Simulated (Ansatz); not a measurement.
Se(CN)2 (C₂SeN₂), relaxed as a singlet with RKS PBE0-D4/def2-SVP in Ansatz, starting from the GFN2-xTB geometry. Force threshold 0.02 eV/Å.

Start:

```csv
atom,x (Å),y (Å),z (Å)
Se1,-0.468,-1.090,-0.566
C2,0.814,0.127,-1.040
N3,1.622,0.870,-1.363
C4,-0.853,-0.215,0.993
N5,-1.115,0.308,1.977
```

```json
{"step": "1", "energy (eV)": "-70375.6887", "largest force component (eV/Å)": "1.569", "SCF passes": "26"}
{"step": "2", "energy (eV)": "-70375.7327", "largest force component (eV/Å)": "0.337", "SCF passes": "32"}
{"step": "3", "energy (eV)": "-70375.7357", "largest force component (eV/Å)": "0.113", "SCF passes": "34"}
{"step": "4", "energy (eV)": "-70375.7384", "largest force component (eV/Å)": "0.052", "SCF passes": "32"}
{"step": "5", "energy (eV)": "-70375.7385", "largest force component (eV/Å)": "0.004", "SCF passes": "24"}
```

Force components are those of the run's own axes.

End:

```
atom   x (Å)   y (Å)   z (Å)
 Se1  -0.449  -1.045  -0.543
  C2   0.849   0.148  -1.067
  N3   1.680   0.848  -1.474
  C4  -0.874  -0.206   1.037
  N5  -1.207   0.255   2.048
```

By distances, no bond broke or formed. The bond that changes most is C2–N3, from 1.14 to 1.16 Å (atoms count from 1).

No frequencies were taken in this run, so the end may be a saddle point.

Hardware: 4 threads of Arm Neoverse V1 on a shared host. Wall time 6.5 s.
